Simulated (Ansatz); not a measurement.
C₂H₇AlBFO, relaxed with RKS PBE-D4/def2-SVP in the Gaussian-basis code of Ansatz from a rough embedded geometry. The force threshold is 0.03 eV/Å; the program also tests the step.

The species carries charge 0 and has multiplicity 1. The bonds changed during the relaxation, so this is another structure than the one it started from.

Start:

```xyz
13

B     2.007    1.695    1.137
C     0.673    0.963    0.710
F     0.166    1.649   -0.384
O     0.848   -0.376    0.376
Al   -0.680   -1.297    0.119
C    -1.569   -1.345   -1.642
H     2.904    1.703    0.347
H     2.148    2.082    2.206
H    -0.005    1.021    1.634
H    -1.335   -2.055    1.400
H    -2.488   -1.920   -1.560
H    -0.903   -1.795   -2.367
H    -1.765   -0.325   -1.976
```

```
         step  energy (eV)  largest force (eV/Å)  largest move (Å)
            1  -14204.4609                 1.713             0.000
            2  -14204.6937                 0.839             0.136
            3  -14204.7720                 0.449             0.086
            4  -14204.8351                 0.259             0.200
            5  -14204.8860                 0.423             0.200
            6  -14204.9269                 0.376             0.194
            7  -14204.9563                 0.661             0.192
            8  -14204.9974                 0.460             0.133
            9  -14205.0526                 1.125             0.195
           10  -14205.0636                 1.311             0.195
           11  -14205.1375                 0.764             0.126
           12  -14205.2117                 0.432             0.157
           13  -14205.2531                 0.266             0.159
           14  -14205.3026                 0.230             0.198
           15  -14205.3556                 0.235             0.198
           16  -14205.4173                 0.243             0.195
           17  -14205.5034                 0.318             0.195
           18  -14205.6041                 0.301             0.196
           19  -14205.6226                 0.587             0.195
           20  -14205.6618                 0.180             0.117
           21  -14205.6715                 0.148             0.083
22 (rejected)  -14205.6692                 0.214             0.170
           23  -14205.6786                 0.062             0.082
           24  -14205.6795                 0.061             0.048
           25  -14205.6800                 0.079             0.047
           26  -14205.6805                 0.041             0.028
           27  -14205.6807                 0.047             0.051
           28  -14205.6808                 0.028             0.010
```

End:

```xyz
13

B     1.313    0.636    0.928
C     0.131    1.641    0.867
F    -0.513    1.960   -0.294
O    -0.225    0.323    1.371
Al   -0.079   -1.098    0.164
C    -0.997   -1.013   -1.555
H     1.494    0.001   -0.156
H     2.184    0.551    1.761
H    -0.077    2.407    1.638
H     0.347   -2.390    0.985
H    -2.042   -1.380   -1.453
H    -0.501   -1.661   -2.309
H    -1.036    0.023   -1.948
```

It took 50 s on 4 threads of an Arm Neoverse V1 on a shared host, with 0.19 GiB of host memory at the peak.
